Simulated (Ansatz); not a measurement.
Input for Ansatz (a quantum-chemistry and plane-wave program): R-B3LYP/def2-TZVPPD on BH3 (SMILES B) with ghost functions, monomers drawn apart or pushed together. Files ending in .json are basis or fitting sets from the Basis Set Exchange.

Ansatz 0.2 input:
```yaml
crystal:
  periodic: [false, false, false]
  atoms:
    - {symbol: B, position_ang: [0.21063250, 0.24930107, 0.78962312]}
    - {symbol: H, position_ang: [0.61722313, -0.76718016, 0.28698297]}
    - {symbol: H, position_ang: [-0.85291573, 0.63723910, 0.39399765]}
    - {symbol: H, position_ang: [1.03722783, 1.09088237, 1.00556400]}
basis:
  gaussian:
    orbitals: def2-TZVPPD.json
    ghost_atoms:
      - {symbol: O, position_ang: [-0.24791481, -0.32948039, 2.63614138]}
      - {symbol: H, position_ang: [-0.90274438, -1.03866914, 2.59196812]}
      - {symbol: H, position_ang: [0.54150883, -0.69208813, 3.05925860]}
hamiltonian:
  xc: {name: B3LYP}
scf: {lower_state_search: off}
```

Program output:

```
WARN ansatz: RAYON_NUM_THREADS=1 ignored (pool sized by the plan → 1); use --threads N
Functional definition: B3LYP
these checks for a lower state are left out or cut short: stability, starts, cluster_reference, orbital_swaps, neighbouring_geometries, increment
integrals: 0.04 GiB planned
628 factors; their error is unknown
mean field: 0.49 GiB planned
mean field evaluation 1: about -723.1430 eV, gradient 1.7e1 eV
mean field evaluation 2: about -723.7587 eV, gradient 1.1e1 eV
mean field evaluation 4: about -724.1453 eV, gradient 1.8e-1 eV
mean field evaluation 8: about -724.1379 eV, gradient 2.8e-2 eV
mean field -724.13789902 eV, -26.6115769506 hartree, gradient 7.2e-6 eV, S^2 0.000000; 0 other end points of the search recorded, 0 dependent functions left out
reference -724.13809878 eV, -26.6115842916 hartree; 4, 4 occupied and 158, 158 virtual orbitals, 628 factors
Total energy: -724.13809878 eV, -26.6115842916 hartree
Checks for a lower state left out: stability, starts, cluster_reference, orbital_swaps, neighbouring_geometries, increment
```

The calculation finished and met its thresholds.

Cost: roughly 1.1 core-seconds.
